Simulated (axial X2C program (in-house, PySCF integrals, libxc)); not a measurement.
Density and ELF of TiF⁻

All values were computed with an axial X2C code built on PySCF integrals. Two-component (2c) means X2C with spin–orbit coupling and atomic mean-field two-electron Coulomb and Gaunt terms. Basis: Ti dyall-acv3z [11s11p7d4f2g], F dyall-av3z [7s6p3d2f] (cores contracted in-house); Gaussian nuclei, density fitting, unrestricted open shells. Masses: Ti 47.948 u, F 18.998 u.

PBE0, with spin–orbit coupling, state Ω = 1 (⟨Sz⟩ = 1.00, ⟨Lz⟩ = 0.00 at PBE0); Ti at z = 0, F at z = 1.968 Å.

The maps cover the half plane through the axis: z from -2.4 to 4.2 Å along the bond, ρ from 0.15 to 2.25 Å away from it.

log10 of the density in e/bohr³:

```
 ρ\z  -2.4  -1.8  -1.2  -0.6   0.0   0.6   1.2   1.8   2.4   3.0   3.6   4.2
0.15  -2.6  -2.3  -1.9  -0.3   1.4  -0.4  -0.9   0.3  -0.2  -1.6  -2.8  -3.9
0.45  -2.6  -2.3  -2.0  -0.7   0.1  -0.8  -1.1  -0.2  -0.6  -1.8  -2.9  -3.9
0.75  -2.6  -2.4  -2.1  -1.3  -0.6  -1.3  -1.5  -0.9  -1.2  -2.1  -3.1  -4.0
1.05  -2.7  -2.4  -2.2  -1.7  -1.3  -1.7  -1.9  -1.6  -1.8  -2.5  -3.3  -4.2
1.35  -2.8  -2.5  -2.3  -2.0  -1.8  -2.1  -2.3  -2.2  -2.3  -2.9  -3.6  -4.4
1.65  -2.9  -2.6  -2.4  -2.2  -2.1  -2.3  -2.6  -2.7  -2.8  -3.3  -3.9  -4.6
1.95  -3.0  -2.8  -2.6  -2.4  -2.4  -2.6  -2.9  -3.1  -3.3  -3.7  -4.2  -4.9
2.25  -3.2  -2.9  -2.8  -2.6  -2.6  -2.8  -3.1  -3.4  -3.6  -4.0  -4.5  -5.1
```

Electron localisation function (collinear form, no current term, damped to 0 at low density):

```
 ρ\z  -2.4  -1.8  -1.2  -0.6   0.0   0.6   1.2   1.8   2.4   3.0   3.6   4.2
0.15  0.99  0.93  0.05  0.88  0.84  0.82  0.63  0.22  0.86  0.55  0.10  0.00
0.45  0.99  0.93  0.04  0.58  0.81  0.50  0.54  0.85  0.84  0.47  0.08  0.00
0.75  0.99  0.94  0.08  0.18  0.74  0.15  0.34  0.76  0.72  0.33  0.05  0.00
1.05  0.98  0.94  0.30  0.14  0.42  0.10  0.15  0.52  0.46  0.19  0.02  0.00
1.35  0.96  0.94  0.62  0.32  0.37  0.17  0.07  0.23  0.22  0.08  0.01  0.00
1.65  0.93  0.94  0.79  0.59  0.53  0.29  0.06  0.07  0.07  0.03  0.00  0.00
1.95  0.85  0.91  0.84  0.74  0.66  0.39  0.07  0.02  0.02  0.01  0.00  0.00
2.25  0.69  0.84  0.83  0.78  0.69  0.42  0.07  0.01  0.01  0.00  0.00  0.00
```

Axial spin density in 10⁻³ e/bohr³:

```
 ρ\z  -2.4  -1.8  -1.2  -0.6    0.0   0.6  1.2    1.8   2.4   3.0  3.6  4.2
0.15  -2.0  -3.7  -4.6  21.8  254.3  17.7  1.0  -21.2  -4.3  -0.2  0.0  0.0
0.45  -1.9  -3.3  -4.1   8.7  232.2   8.8  0.8   -3.5  -1.3  -0.1  0.0  0.0
0.75  -1.6  -2.7  -2.6  11.1   79.2  11.8  1.0   -0.2  -0.3  -0.1  0.0  0.0
1.05  -1.3  -2.0  -1.2   8.3   28.0   9.0  1.2    0.2   0.0   0.0  0.0  0.0
1.35  -1.0  -1.4  -0.5   4.9   11.4   5.5  1.2    0.2   0.0   0.0  0.0  0.0
1.65  -0.7  -0.9  -0.2   2.6    5.1   3.0  0.9    0.2   0.0   0.0  0.0  0.0
1.95  -0.5  -0.6  -0.1   1.3    2.4   1.6  0.6    0.1   0.0   0.0  0.0  0.0
2.25  -0.4  -0.4  -0.1   0.6    1.1   0.8  0.4    0.1   0.0   0.0  0.0  0.0
```

Density functionals use the spin component along the axis (collinear). The state is one determinant with fixed occupations, lowest in a PBE0 search at one distance only: followed along the bond, the 2c determinant Ω = 2 reaches 0.12 eV lower at PBE0, at Re = 1.859 Å, so the state shown is not the lowest. With several unpaired electrons one determinant need not be a pure state. Open-shell Ω = 0 determinants with evenly filled partner blocks cannot be reached by this program, so the Ω shown need not be the lowest component. The highest occupied level of some functionals is positive through self-interaction error; at Hartree–Fock it is bound. The determinant is spin-polarised beyond a pure state at some levels (its spin-free form has ⟨S²⟩ too high), which makes Re and μ there less reliable.
